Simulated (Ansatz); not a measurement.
```yaml
crystal:
  periodic: [false, false, false]
  atoms:
    - {symbol: N, position_ang: [-0.424163, 1.748363, 1.197127]}
    - {symbol: B, position_ang: [0.052615, 1.070977, -0.058113]}
    - {symbol: Si, position_ang: [0.653918, -0.806516, -0.012480]}
    - {symbol: N, position_ang: [-0.152710, -1.848517, -1.144249]}
    - {symbol: H, position_ang: [-0.616476, 2.752101, 1.142561]}
    - {symbol: H, position_ang: [-0.680844, 1.272133, 1.882571]}
    - {symbol: H, position_ang: [0.036703, 1.878143, -1.040992]}
    - {symbol: H, position_ang: [2.075359, -0.884324, -0.128878]}
    - {symbol: H, position_ang: [0.306452, -1.334233, 1.446759]}
    - {symbol: H, position_ang: [-1.217476, -1.746629, -1.551681]}
    - {symbol: H, position_ang: [0.448597, -2.010872, -2.027366]}
basis:
  gaussian: {orbitals: aug-cc-pVDZ}
hamiltonian: {xc: {name: B3LYP}}
scf: {lower_state_search: light}
relax: {f_tol: 0.0001, max_steps: 1}
output: {forces: true}
```

```sh
$ ansatz run in.yaml --threads 2 --pin off --events-out ev --progress --plain --max-ram 4352MiB
```

Shortened log:

```
Functional definition: B3LYP
1660 factors; integrals over basis functions are off by at most 3.2e-4 eV
mean field evaluation 1: about -11634.6664 eV, gradient 8.4e1 eV
mean field evaluation 2: about -11602.7825 eV, gradient 1.3e2 eV
mean field evaluation 4: about -11648.9624 eV, gradient 6.9e0 eV
mean field evaluation 8: about -11649.1153 eV, gradient 9.7e-2 eV
mean field -11649.11529097 eV, -428.0970908894 hartree, gradient 4.4e-5 eV, S^2 0.000000; 0 other end points of the search recorded, 0 dependent functions left out
reference -11649.11565274 eV, -428.0971041840 hartree; 20, 20 occupied and 139, 139 virtual orbitals, 1660 factors
relax step   1: F+E_penalty+E_count = -11649.11529097 eV  Δ(F+E_penalty+E_count) = +0.000e0 eV  max|allowed force component| = 1.105e1 eV/Å  Δτ_max = 0.0000 Å  (29 SCF iters, accepted)
Error: geometry relaxation did not converge after 1 steps: max|allowed force component| = 1.11e1 eV/Å (threshold 1.0e-4). Raise `relax.max_steps` over both its present limit and 1, loosen `relax.f_tol`, or start from a geometry closer to equilibrium. Where this run's directory can be resumed (`checkpoint.write`), a resume goes on for up to `relax.max_steps` more
```

Problem. What is wrong with this run?

Solution. The relaxation is allowed too few steps for its threshold. No converged result was reached.

B3LYP here is the variant with VWN-RPA as its local correlation; programs differ in this.
